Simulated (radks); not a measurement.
Question: The mean radii <r> (bohr) of the occupied orbitals of an atom or ion are listed with their occupations. Method: scalar-relativistic Kohn-Sham, Wu-Cohen GGA, spin-polarised, spherical densities, finite nucleus; Fermi nuclear charge, rms radius of each element as measured or else 0.836 A^(1/3) + 0.57 fm; computed with a radial shooting solver on a logarithmic mesh with Libxc functionals.

| orbital | occ. | <r> |
|---|---|---|
| 1s up | 1 | 0.02559 |
| 1s down | 1 | 0.02559 |
| 2s up | 1 | 0.1098 |
| 2s down | 1 | 0.1098 |
| 2p up | 3 | 0.09619 |
| 2p down | 3 | 0.09618 |
| 3s up | 1 | 0.2920 |
| 3s down | 1 | 0.2920 |
| 3p up | 3 | 0.2899 |
| 3p down | 3 | 0.2899 |
| 3d up | 5 | 0.2665 |
| 3d down | 5 | 0.2664 |
| 4s up | 1 | 0.6700 |
| 4s down | 1 | 0.6700 |
| 4p up | 3 | 0.7094 |
| 4p down | 3 | 0.7093 |
| 4d up | 5 | 0.7851 |
| 4d down | 4 | 0.7841 |
| 5s up | 1 | 1.534 |
| 5s down | 1 | 1.529 |
| 5p up | 3 | 1.718 |
| 5p down | 1 | 1.719 |
| 5d up | 1 | 2.177 |

Name the element and its charge. Open shells, if any, are filled with parallel spins first.

Answer: Z = 56, barium, charge +4: Ba4+ in [Kr] 4d9 5s2 5p4 5d1. The 1s radius gives Z: for a bare nucleus <r> = (2 gamma + 1)/(2Z) with gamma = sqrt(1 - (Z/c)^2), 0.02523 bohr for Z = 56, and screening makes it slightly larger (0.02559 here). The occupations add up to 52, and the charge is Z minus that.
